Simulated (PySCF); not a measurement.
## Core-level binding energies of `NBS[SiH3]`

Compound: BH6NSSi.
Structure used (PBE0-D3(BJ)/def2-SVP), in Å, numbered top down from 1:
```xyz
10
BH6NSSi angstrom
N      2.3502   -0.0025   -0.1585
B      0.9698    0.1722   -0.1532
S     -0.0698   -0.8626    0.9394
Si    -1.9950   -0.0950    0.3781
H      2.8324   -0.6845    0.4132
H      2.9602    0.5509   -0.7443
H      0.4714    1.0083   -0.8711
H     -2.9981   -0.8373    1.1951
H     -2.1046    1.3659    0.6657
H     -2.2727   -0.3229   -1.0710
```

Computed with delta-SCF UKS SCAN, pcX-2 on the ionised atom, pcseg-1 elsewhere, spin-free X2C (PySCF 2.14.0). Each binding energy is the total energy of the core-ionised species, with the hole localised on one atom, minus that of the ground state; both are solved self-consistently, so orbital relaxation is included.

Question: Give the core binding energies atom by atom.

Answer: 
| atom(s) | environment | level | binding energy (eV) | 2p1/2 (eV) | count |
| --- | --- | --- | --- | --- | --- |
| S3 | sulfur bonded to B and Si | S 1s | 2476.36 | – | 1 |
| Si4 | SiH3 silicon | Si 1s | 1846.90 | – | 1 |
| N1 | boron-bound nitrogen | N 1s | 405.37 | – | 1 |
| B2 | three-coordinate boron | B 1s | 196.11 | – | 1 |
| S3 | sulfur bonded to B and Si | S 2p3/2 | 168.54 | 169.77 | 1 |
| Si4 | SiH3 silicon | Si 2p3/2 | 107.09 | 107.72 | 1 |

Question: Give the binding energy of S 2p3/2 of S3 in hartree and in kJ/mol.

Answer: 168.54 eV = 6.1937 Eh = 16262 kJ/mol.

Spin–orbit and ligand-field terms were added within each 2p shell after the spin-free SCF. 2p1/2 minus 2p3/2 (ligand field included): S 1.23 eV, Si 0.62 eV. Isolated species at its PBE0-D3(BJ)/def2-SVP geometry (one conformer only).
